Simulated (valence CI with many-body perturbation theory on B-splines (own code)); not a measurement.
**As II: electric-dipole lines**

Method: valence CI with perturbative core correlation (CI+MBPT): four valence electrons over a frozen Dirac-Fock core [Ar] 3d10, radial functions for each j: 11 s, 11 p, 10 d, 8 f, 5 g, 2 h, with the one-electron correlation potential Σ1, the two-electron term Σ2, the three-electron term Σ3, Breit, model QED; selected CI, second order for the rest (own B-spline code, finite nucleus).

Set against measurement, 16 paired levels are off by 193 cm⁻¹ on average, the worst by 359. These come from a selection out of the NIST Handbook of Basic Atomic Spectroscopic Data. Levels without a partner in it may be off by more. Among the levels kept, up to 2200 cm⁻¹ of a level comes from second order outside the variational space, and about a tenth of that is noise between levels of different J, which matters for small intervals.

Lines 101 to 150 of 521 in falling wavelength, among levels below 139499 cm⁻¹, chosen from the strongest by gf and those to the six lowest levels. Wavelengths and rates use the calculated energies, so an error of 200 cm⁻¹ moves a line at 16860 Å by 3.4 % and its rate by three times that or more. Electric multipoles are in the length gauge, E1 and E2 with the static RPA response of the core. Weak lines are less certain than strong ones. Lines between different terms over intervals too small for the method are left out, as are lines whose strength nearly cancels. Where a level lies close to another of its J and parity, the split of strength between their lines is uncertain. The highest levels of a list are the least certain.

Levels are named by their leading jj configuration (3d3/2^4 stands for four electrons in 3d with j = 3/2), which in mixed levels can hold well under half, so a name can repeat and another be missing. Letters in brackets count levels of one name in rising energy.

```
λ vac (Å)                    Upper                       Lower   A (s⁻¹)  S (a.u.)
    16860   (4s^2 4p3/2 6p3/2) J=1         (4s^2 4p3/2 6s) J=1  1.12e+07  7.95e+01
    16480   (4s^2 4p1/2 6p1/2) J=1         (4s^2 4p1/2 6s) J=1  9.40e+06  6.23e+01
    16310   (4s^2 4p1/2 6f5/2) J=2     (4s^2 4p3/2 7s) J=1 [a]  3.59e+06  3.85e+01
    15980   (4s^2 4p1/2 6f7/2) J=3      (4s^2 4p1/2 6d5/2) J=2  7.59e+06  1.07e+02
    15830   (4s^2 4p1/2 6f7/2) J=4      (4s^2 4p1/2 6d5/2) J=3  9.55e+06  1.68e+02
    15830   (4s^2 4p1/2 6p1/2) J=1         (4s^2 4p1/2 6s) J=0  3.85e+06  2.26e+01
    15690   (4s^2 4p3/2 4f7/2) J=2  (4s^2 4p1/2 5d3/2) J=1 [a]  1.19e+06  1.14e+01
    15620  (4s^2 4p3/2 7s) J=1 [a]      (4s^2 4p3/2 4f5/2) J=2  5.30e+06  2.99e+01
    15230  (4s^2 4p3/2 7s) J=1 [a]      (4s^2 4p3/2 6p3/2) J=2  4.54e+06  2.38e+01
    15200   (4s^2 4p3/2 6p3/2) J=3         (4s^2 4p3/2 6s) J=2  1.52e+07  1.84e+02
    14920   (4s^2 4p1/2 6p3/2) J=1         (4s^2 4p1/2 6s) J=1  4.06e+06  1.99e+01
    14780   (4s^2 4p3/2 6p1/2) J=2         (4s^2 4p3/2 6s) J=2  1.69e+07  1.35e+02
    14760   (4s^2 4p1/2 6f5/2) J=3      (4s^2 4p1/2 6d3/2) J=2  7.85e+06  8.72e+01
    14670   (4s^2 4p1/2 6p3/2) J=2         (4s^2 4p1/2 6s) J=1  1.73e+07  1.34e+02
    14510  (4s^2 4p3/2 7s) J=1 [b]      (4s^2 4p3/2 4f5/2) J=2  3.86e+06  1.74e+01
    14380   (4s^2 4p1/2 6p3/2) J=1         (4s^2 4p1/2 6s) J=0  1.36e+07  5.99e+01
    14370      (4s^2 4p1/2 7s) J=1      (4s^2 4p1/2 6p1/2) J=0  3.32e+06  1.46e+01
    14360   (4s^2 4p3/2 6p3/2) J=0  (4s^2 4p1/2 5d3/2) J=1 [a]  8.84e+06  1.29e+01
    14170  (4s^2 4p3/2 7s) J=1 [b]      (4s^2 4p3/2 6p3/2) J=2  3.58e+06  1.51e+01
    14140      (4s^2 4p3/2 7s) J=2      (4s^2 4p3/2 6p1/2) J=1  5.91e+06  4.13e+01
    14130   (4s^2 4p1/2 6p1/2) J=0         (4s^2 4p1/2 6s) J=1  1.86e+07  2.59e+01
    14070   (4s^2 4p1/2 6d5/2) J=2      (4s^2 4p3/2 6p1/2) J=2  2.73e+06  1.88e+01
    14000   (4s^2 4p3/2 6p1/2) J=1         (4s^2 4p3/2 6s) J=2  1.66e+07  6.75e+01
    13990   (4s^2 4p3/2 6p3/2) J=2         (4s^2 4p3/2 6s) J=1  7.12e+06  4.81e+01
    13970      (4s^2 4p1/2 7s) J=0      (4s^2 4p1/2 6p3/2) J=1  2.75e+07  3.71e+01
    13850      (4s^2 4p1/2 7s) J=1      (4s^2 4p1/2 6p3/2) J=2  1.96e+07  7.71e+01
    13710   (4s^2 4p1/2 6d5/2) J=2      (4s^2 4p3/2 6p3/2) J=3  3.30e+06  2.10e+01
    13680   (4s^2 4p3/2 4f5/2) J=2         (4s^2 4p3/2 6s) J=1  1.17e+07  7.38e+01
    13640   (4s^2 4p1/2 5g9/2) J=4      (4s^2 4p3/2 4f7/2) J=3  1.32e+06  1.49e+01
    13630      (4s^2 4p1/2 7s) J=1      (4s^2 4p1/2 6p3/2) J=1  3.77e+06  1.42e+01
    13480   (4s^2 4p1/2 5f7/2) J=4      (4s^2 4p3/2 5d5/2) J=3  1.95e+06  2.12e+01
    13420      (4s^2 4p3/2 7s) J=2      (4s^2 4p3/2 6p1/2) J=2  1.09e+07  6.50e+01
    13280   (4s^2 4p3/2 4f7/2) J=3         (4s^2 4p3/2 6s) J=2  1.20e+06  9.69e+00
    13100      (4s^2 4p3/2 7s) J=2      (4s^2 4p3/2 6p3/2) J=3  1.43e+07  7.90e+01
    13090   (4s^2 4p1/2 5p3/2) J=2      (4s^2 4p1/2 4d5/2) J=3  5.41e+06  3.00e+01
    12910      (4s^2 4p1/2 9s) J=1      (4s^2 4p1/2 7p3/2) J=2  2.96e+06  9.43e+00
    12880   (4s^2 4p1/2 5g9/2) J=5      (4s^2 4p3/2 4f7/2) J=4  6.52e+05  7.57e+00
    12850  (4s^2 4p3/2 7s) J=1 [a]      (4s^2 4p3/2 6p3/2) J=1  3.38e+06  1.06e+01
    12830      (4s^2 4p1/2 7s) J=0      (4s^2 4p1/2 6p1/2) J=1  1.06e+07  1.11e+01
    12550      (4s^2 4p1/2 7s) J=1      (4s^2 4p1/2 6p1/2) J=1  1.15e+07  3.36e+01
    12480   (4s^2 4p1/2 5f5/2) J=3      (4s^2 4p3/2 5d5/2) J=2  1.44e+06  9.68e+00
    12310   (4s^2 4p3/2 5f5/2) J=2      (4s^2 4p3/2 5d5/2) J=1  8.04e+06  3.70e+01
    12270   (4s^2 4p1/2 5p3/2) J=1  (4s^2 4p1/2 4d3/2) J=2 [b]  4.64e+06  1.27e+01
    12090  (4s^2 4p3/2 7s) J=1 [b]      (4s^2 4p3/2 6p3/2) J=1  1.47e+07  3.85e+01
    11920   (4s^2 4p3/2 5p3/2) J=3      (4s^2 4p3/2 4d5/2) J=4  7.58e+06  4.44e+01
    11900   (4s^2 4p3/2 6p3/2) J=0         (4s^2 4p3/2 6s) J=1  1.77e+07  1.47e+01
    11790   (4s^2 4p3/2 5f7/2) J=2      (4s^2 4p3/2 5d5/2) J=1  1.29e+07  5.22e+01
    11760   (4s^2 4p3/2 6d5/2) J=4      (4s^2 4p3/2 4f7/2) J=5  3.11e+06  2.25e+01
    11630   (4s^2 4p1/2 5f5/2) J=3      (4s^2 4p3/2 5d3/2) J=2  2.21e+06  1.20e+01
    11250   (4s^2 4p1/2 6p1/2) J=1  (4s 4p1/2 4p3/2^2) J=2 [c]  3.51e+06  7.40e+00
```
